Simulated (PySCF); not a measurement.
Gas-phase equilibrium of 1 mol H2O, 9.8 mol O2 at 1800 K and 10.0 bar, among 9 species (O2, O, HO2, H2O, H, H2O2, O3, H2, OH). Only gases are allowed; each row takes one source of thermochemistry for all species, and Cantera finds the minimum.

Energies from PySCF, thermal terms from the rigid-rotor harmonic-oscillator model, ideal gas at 1 bar. The comparison is the NASA 1993 polynomial table, which mixes measured and estimated data. † marks an energy on the PBE0/def2-TZVP geometry and frequencies; other levels use their own. MP2 freezes the core. 6-31G* has spherical d functions here. Open shells (unrestricted) among the columns below: O2 (multiplicity 3), O (multiplicity 3, electronic degeneracy 9), HO2 (multiplicity 2), H (multiplicity 2), OH (multiplicity 2, electronic degeneracy 4); the rest are closed-shell singlets. Spin-orbit splitting is ignored; it lowers the true energy and changes the entropy of O, OH. MP2 isn't extrapolated to the basis-set limit. The harmonic model lacks anharmonicity and excited electronic states, which grow with temperature; levels with a mode under 35 cm⁻¹ are left out. The table's entry may be an old estimate for HO2, OH (not checked at source).

Molecules larger than those listed are left out.

With table thermochemistry: O 3.7e-5, O2 0.91, H2O 0.092, OH 0.00054, H2 1.7e-6, H 1.5e-7, HO2 5.9e-6.

How far does the composition move with the other sources (BLYP/def2-TZVP†, HF/6-31G*, M06-2X/def2-TZVP†, MP2/def2-TZVPP†, PBE0/def2-TZVP, r2SCAN/def2-TZVP†)?


```json
[
 {"thermochemistry": "table", "x O": "3.7e-5", "x O2": "0.91", "x H2O": "0.092", "x OH": "0.00054", "x H2": "1.7e-6", "x H": "1.5e-7", "x HO2": "5.9e-6"},
 {"thermochemistry": "BLYP/def2-TZVP†", "x O": "5.3e-6", "x O2": "0.91", "x H2O": "0.092", "x OH": "0.00050", "x H2": "3.3e-5", "x H": "7.0e-7", "x HO2": "1.1e-5"},
 {"thermochemistry": "HF/6-31G*", "x O": "0.92", "x O2": "0.0046", "x H2O": "0.024", "x OH": "0.048", "x H2": "0.00056", "x H": "0.00014", "x HO2": "8.7e-8"},
 {"thermochemistry": "M06-2X/def2-TZVP†", "x O": "3.2e-5", "x O2": "0.91", "x H2O": "0.092", "x OH": "0.00064", "x H2": "4.8e-6", "x H": "3.2e-7", "x HO2": "5.9e-6"},
 {"thermochemistry": "MP2/def2-TZVPP†", "x O": "2.1e-5", "x O2": "0.91", "x H2O": "0.092", "x OH": "0.00026", "x H2": "1.2e-6", "x H": "3.0e-7", "x HO2": "7.5e-7"},
 {"thermochemistry": "PBE0/def2-TZVP", "x O": "2.3e-5", "x O2": "0.91", "x H2O": "0.092", "x OH": "0.00074", "x H2": "7.8e-6", "x H": "6.9e-7", "x HO2": "8.3e-6"},
 {"thermochemistry": "r2SCAN/def2-TZVP†", "x O": "1.1e-5", "x O2": "0.91", "x H2O": "0.092", "x OH": "0.00076", "x H2": "1.8e-5", "x H": "6.7e-7", "x HO2": "6.2e-6"}
]
```
The most sensitive of these is O: it spans a factor of 10^5.2 over these rows; at this temperature one factor of ten is RT ln 10 = 34 kJ/mol.
